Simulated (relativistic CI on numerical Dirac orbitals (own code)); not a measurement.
# Tl XLIV: sensitivity of the levels to the model

Base calculation: Dirac-Coulomb-Breit CI, separate exchange-only KLI orbitals for each configuration, model QED, unscaled Slater integrals.

Configurations in the expansion (outside the closed core [Ar] 3d10): 4s2.4p6.4d2, 4s2.4p6.4d.4f, 4s2.4p5.4d3, 4s.4p6.4d3, 4s2.4p5.4d2.4f, 4s.4p6.4d2.4f, 4s2.4p6.4d.5s, 4s2.4p6.4f.5s, 4s2.4p6.4d.5p, 4s2.4p6.4d.5d, 4p6.4d3.4f, 4s2.4p5.4d2.5s, 4s2.4p6.4d.5f, 4s.4p6.4d.4f.5s, 4s2.4p6.5s.5p, 4s2.4p6.4d.5g, 4s.4p6.4d2.5s, 4s2.4p5.4d2.5d, 4s2.4p6.4d.6s, 4s2.4p6.4d.6d, 4s2.4p6.4f2, 4s2.4p5.4f3, 4s.4p6.4f3, 4p6.4d4, 4p5.4d5, 4p5.4d4.4f, 4s2.4p6.4f.5p, 4s2.4p5.4f2.5p, 4s.4p6.4f2.5p, 4s2.4p6.5s2, 4s2.4p5.4f.5s2, 4s.4p6.4f.5s2, 4s2.4p6.5p2, 4s2.4p5.4f.5p2, 4s.4p6.4f.5p2, 4p6.4d3.5s, 4p5.4d4.5s, 4p5.4d3.4f.5s, 4s.4p6.4d.5s2, 4s.4p5.4d.4f.5s2, 4p6.4d.4f.5s2. Double excitations out of closed p, d and f shells are left out; levels of such configurations are missing from the list, as are those of other unlisted configurations, and high levels can miss mixing partners. These lack a partner that the ground configuration has and come out too high: 4s2.4p5.4d2.5s, 4s.4p6.4d2.5s, 4s2.4p5.4d2.5d.

Variants: (1) only the first 3 configurations; (2) non-relativistic limit. Shifts of the energy above 4s2.4p6.4d2 3F_2, in cm⁻¹, for the lowest level and the first level of each name with at least 55 % of one term (blank where a level changes its place among those of its configuration and J or its character, or is not in the variant):

| Level | Base | Δ(1) | Δ(2) |
| --- | --- | --- | --- |
| 4s2.4p6.4d2 3F_2 | 0 | 0 | 0 |
| 4s2.4p6.4d2 3P_0 | 81653 | +1693 | -33958 |
| 4s2.4p6.4d2 3F_3 | 233986 | -229 | -233985 |
| 4s2.4p6.4d2 3P_1 | 283941 | +2857 | -236246 |
| 4s2.4p6.4d2 1G_4 | 284210 | +1817 |  |
| 4s2.4p6.4d2 3F_4 | 498427 | +895 |  |
| 4s2.4p6.4d2 1S_0 | 619762 | -1523 | -436462 |
| 4s2.4p5.4d3 3P°_1 | 1992666 | -26932 |  |
| 4s2.4p5.4d3 3I°_7 | 1998465 | -22921 | -545929 |
| 4s2.4p6.4d.4f 3H°_4 | 2013290 | -25680 |  |

At this charge energies of transitions that change n are usually good to better than 1 %, and those within a shell (Δn = 0) to a few per cent.

Ionisation energy from the two ground configurations alone: base 2140.57 eV. The NIST ASD value (theoretical) is 2140 eV.

LS names give the leading component of a level, which can be under half, so a name can repeat, a term be missing and a line seem to break the LS rules.
